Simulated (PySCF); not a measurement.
Structure with atom numbers: `[CH3:1][C:2](=[O:3])[O:4][CH:5]1[CH2:6][CH2:7][CH2:8][CH2:9][CH2:10]1` (H(Xn): hydrogen on atom n). Ha(C6), Ha(C7), Ha(C8), Ha(C9), Ha(C10) are cis to O4 on the ring; Hb(C6), Hb(C7), Hb(C8), Hb(C9), Hb(C10) are trans to O4 on the ring.

Theory: NMR shieldings at PBE0/pcSseg-1/GIAO, geometry: PBE0-D3(BJ)/def2-SVP, in PySCF 2.14.0 with density-fitted response routines (gas phase, one conformer, relativity neglected, one averaged value for each set of equivalent atoms).

Chemical shifts δ = σref − σ; ¹³C (σ = 184.41 ppm) and ¹H (σ = 31.27 ppm) against TMS; ¹⁷O (σ = 334.56 ppm) vs H2O, all at this level.

```csv
atoms,nucleus,count,Hirshfeld charge,δ (ppm)
C2,¹³C,1,0.22,173.5
C7/C9,¹³C,2,-0.06,26.7
H(C5),¹H,1,0.03,?
O4,¹⁷O,1,-0.10,239.9
C1,¹³C,1,-0.12,22.4
H(C1),¹H,3,0.06,?
O3,¹⁷O,1,-0.26,447.9
C5,¹³C,1,0.04,?
Ha(C6)/Ha(C10),¹H,2,0.03,1.05
Hb(C7)/Hb(C9),¹H,2,0.04,?
C6/C10,¹³C,2,-0.08,33.3
Ha(C7)/Ha(C9),¹H,2,0.04,?
Hb(C8),¹H,1,0.04,1.48
Hb(C6)/Hb(C10),¹H,2,0.04,1.88
C8,¹³C,1,-0.07,27.6
Ha(C8),¹H,1,0.03,1.00
```

Q: Complete the table.

A: 
- C5: 72.0 ppm, sp3 CH bonded to O; deshielded by the electronegative neighbour
- H(C5): 4.28 ppm, hydrogen on an sp3 CH bonded to O; its carbon carries O, an electronegative neighbour
- H(C1): 1.96 ppm, hydrogen on a methyl carbon α to a carbonyl; α to C=O
- Ha(C7)/Ha(C9): 1.62 ppm, hydrogen on an sp3 CH2 in a ring; far from electronegative atoms and π systems
- Hb(C7)/Hb(C9): 1.22 ppm, hydrogen on an sp3 CH2 in a ring; far from electronegative atoms and π systems

Shifts are as computed. Against solution values, carbons near 30 ppm lie about +2 ppm off and those near 130 ppm about +5 ppm. Of 1211 compounds with measured shifts, 218 miss one by over three times the rms of a fit or turn the order of signals round; such compounds aren't used in these exercises. Unscaled 17O shifts of doubly bonded oxygen tend to come out too high, by tens of ppm or more. Experimental scales use liquid or dissolved standards, which lie at an offset from isolated H2O (liquid H2O: subtract about 36 ppm).
